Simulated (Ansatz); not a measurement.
Cu2Br4 (the lowest singlet isomer of a short search) was relaxed with r2SCAN-D4 (def2-SVP, def2-SVPD) in Ansatz in these states: charge -1 doublet, neutral singlet. The geometries follow in no particular order.

A:

| atom | x (Å) | y (Å) | z (Å) |
| --- | --- | --- | --- |
| Cu1 | 0.649 | -1.145 | 0.142 |
| Cu2 | -0.653 | 1.143 | -0.142 |
| Br3 | -0.026 | -0.220 | -1.922 |
| Br4 | 0.030 | 0.222 | 1.922 |
| Br5 | -1.667 | 3.048 | 0.487 |
| Br6 | 1.667 | -3.048 | -0.487 |

B:

Cartesian coordinates in Å:
```
Cu 1.119 1.021 -0.044
Cu -1.119 -1.021 0.044
Br -0.867 0.832 -1.415
Br 0.866 -0.831 1.417
Br -2.591 -2.742 0.437
Br 2.592 2.741 -0.439
```

Judge from the bond lengths which geometry belongs to which state (an estimate).

A is the neutral singlet (Cu1–Cu2 2.648 Å, Cu2–Br4 2.361 Å, Cu1–Br3 2.361 Å); B is the charge -1 doublet (Cu1–Cu2 3.030 Å, Cu2–Br4 2.421 Å, Cu1–Br3 2.421 Å).

A triplet lies near this restricted singlet, and broken spin symmetry wasn't tried. These are the stationary points nearest to one start from a short search; other shapes may lie lower in each state.
